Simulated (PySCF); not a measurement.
Al(Me)(OH)2 (CH5AlO2), SMILES [CH3][Al]([OH])[OH].

The structure is a stationary point at ωB97X-D3(BJ)/def2-SVP. The isomer is the one that the SMILES or the coordinates give; other isomers of the formula were not compared. Other conformers were not sampled.

Method: IEF-PCM-ωB97X/def2-SVP (PySCF 2.14.0).

The values are the electrostatic part of the solvation free energy, E(continuum) − E(gas) at the gas-phase geometry, in a cavity of scaled van der Waals radii (PySCF's table); cavitation and dispersion terms are not included. A continuum can't describe solvent molecules that bind to the metal. In vacuum the orbital gap is 13.21 eV. The dipole moment in vacuum is 1.98 D.

Computed values in water (ε = 78.36), toluene (ε = 2.37), tetrahydrofuran (ε = 7.43):
| solvent | ε | ΔG(elec) (kcal/mol) | dipole (D) | gap (eV) |
|---|---|---|---|---|
| water | 78.36 | -8.5 | 2.39 | 13.39 |
| toluene | 2.37 | -3.9 | 2.15 | 13.28 |
| tetrahydrofuran | 7.43 | -6.8 | 2.30 | 13.35 |
